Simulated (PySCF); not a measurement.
Delta-SCF ions had no search for a lower state. Excitations are Tamm–Dancoff values on a coarser integration grid. The basis has no diffuse functions, so Rydberg states are missing or too high.

# C$_{5}$H$_{6}$BNO, SMILES `c1(nc(O)ccc1)B` (H–B–C–N torsion -180°, N–C–O–H torsion 0°) (charge 0, multiplicity 1)

All values below come from TPSSh-D3(BJ)/def2-TZVP // B3LYP-D3(BJ)/def2-SVP (PySCF 2.14.0).

- HOMO = -6.58 eV
- dipole moment = 0.382 e·Å
- LUMO = -2.72 eV
- HOMO–LUMO gap = 3.86 eV
- S1 excitation (TDA) = 3.66 eV
- S1 oscillator strength = 0.001
- brightest of the four lowest singlets (TDA) = 4.11 eV
- T1 excitation (TDA) = 2.86 eV
- S1–T1 gap (TDA) = 0.80 eV
- vertical ionisation energy (Delta-SCF) = 8.94 eV
- total energy = -349.1191 Ha
- cost = about 29 core-minutes (a rough figure)

```xyz
14

B     -2.2681    -1.0996    -0.1098
C     -0.9031    -0.3647    -0.0447
C     -0.8352     1.0390    -0.0571
C      0.4154     1.6720     0.0035
C      1.5604     0.8946     0.0742
C      1.4028    -0.5103     0.0815
O      2.5062    -1.2761     0.1496
N      0.2319    -1.1141     0.0252
H     -3.2858    -0.4531    -0.1732
H     -2.3139    -2.3020    -0.0974
H     -1.7553     1.6229    -0.1136
H      0.4910     2.7621    -0.0048
H      2.5617     1.3251     0.1235
H      2.1920    -2.1958     0.1431
```
